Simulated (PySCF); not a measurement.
Species: C5H3FO (charge +1 and doublet state).
Structure used (GFN2-xTB), in Å, numbered top down from 1:
```xyz
10
C5H3FO angstrom
C      2.671    0.555   -0.102
C      1.594    0.019   -0.032
C      0.340   -0.654    0.067
O      0.098   -1.769    0.386
C     -0.729    0.342   -0.321
C     -1.993   -0.080   -0.300
F     -2.359   -1.280    0.028
H      3.654    0.953   -0.141
H     -0.441    1.342   -0.595
H     -2.827    0.577   -0.570
```

The hyperfine couplings belong to this conformer and change with its torsions.

As a line formula: `[CH+]=[C]C(=O)/C=C\F` [radical] (charge +1).

The calculation used PySCF 2.14.0, UKS B3LYP, pcH-1 on C F H O, non-relativistic, mean-field spin-orbit, GIAO. Isolated species at its GFN2-xTB geometry (one conformer only). A GFN2-xTB geometry isn't a minimum of the functional, and hyperfine couplings can be far from their values at a DFT geometry, by a factor of two or more for some ions and for spin on atoms past the first row. Stability of the SCF solution: not tested.

Principal values of hyperfine tensors in MHz (contact and dipolar terms together), for some of the nuclei:

```json
{"atom": "F7", "isotope": "19F", "A1": "-146.66", "A2": "-145.68", "A3": "575.91"}
{"atom": "H9", "isotope": "1H", "A1": "-48.81", "A2": "-36.79", "A3": "-10.56"}
{"atom": "C5", "isotope": "13C", "A1": "-12.21", "A2": "-9.36", "A3": "102.58"}
{"atom": "H10", "isotope": "1H", "A1": "-34.35", "A2": "-27.18", "A3": "-5.09"}
{"atom": "C3", "isotope": "13C", "A1": "-14.45", "A2": "-14.15", "A3": "-11.79"}
{"atom": "C1", "isotope": "13C", "A1": "-9.47", "A2": "-7.10", "A3": "35.10"}
{"atom": "C6", "isotope": "13C", "A1": "-22.66", "A2": "-17.96", "A3": "55.33"}
{"atom": "C2", "isotope": "13C", "A1": "-15.46", "A2": "-11.22", "A3": "20.27"}
```

**Question.** Split each tensor into its isotropic and traceless parts, and turn a_iso into mT with g = 2.0086.

**Answer.** a_iso = (A1 + A2 + A3)/3, Ti = Ai − a_iso; 1 mT corresponds to 28.112 MHz.

| atom | a_iso (MHz) | a_iso (mT) | T1 | T2 | T3 |
| --- | --- | --- | --- | --- | --- |
| F7 | 94.52 | 3.362 | -241.19 | -240.20 | 481.38 |
| H9 | -32.05 | -1.140 | -16.76 | -4.74 | 21.50 |
| C5 | 27.00 | 0.961 | -39.21 | -36.37 | 75.57 |
| H10 | -22.20 | -0.790 | -12.15 | -4.97 | 17.12 |
| C3 | -13.46 | -0.479 | -0.99 | -0.69 | 1.67 |
| C1 | 6.18 | 0.220 | -15.65 | -13.28 | 28.93 |
| C6 | 4.90 | 0.174 | -27.56 | -22.86 | 50.42 |
| C2 | -2.14 | -0.076 | -13.32 | -9.09 | 22.41 |

**Question.** What spin density at the nucleus of C6 lies behind its contact coupling (g_N = 1.40482)?

**Answer.** a_FC = (2μ0/3) gₑ μB g_N μN ρ(0)/(2S·h) = 800.24 MHz × g_N × ρ(0)/(2S), with ρ in bohr⁻³. With a_FC = 4.90 MHz and 2S = 1, ρ(0) = 0.004362 bohr⁻³.

**Question.** H8 (1H, g_N = 5.58569) isn't in the table. Its spin density at the nucleus is -0.003054 bohr⁻³. What is its contact coupling?

**Answer.** By the same relation, a_FC = -13.65 MHz. Its full tensor has the principal values -20.76, -15.76, -4.42 MHz.

**Question.** Which nucleus of the table has the largest anisotropic coupling, and what is its form?

**Answer.** F7: -241.2, -240.2, 481.4 MHz, axial, in the ratio −1:−1:+2.

**Question.** What first-order splitting does F7 cause when the field lies along A1, A2 or A3 of its tensor (g taken as isotropic, no quadrupole term)?

**Answer.** 2 lines (I = 1/2), spaced by |A_i|/(g × 13.996): 5.22, 5.18, 20.49 mT along the axes of A1, A2 and A3.

The SMILES draws the unpaired electron on C2; the largest computed Mulliken spin population is on C5 (0.46 against 0.11).
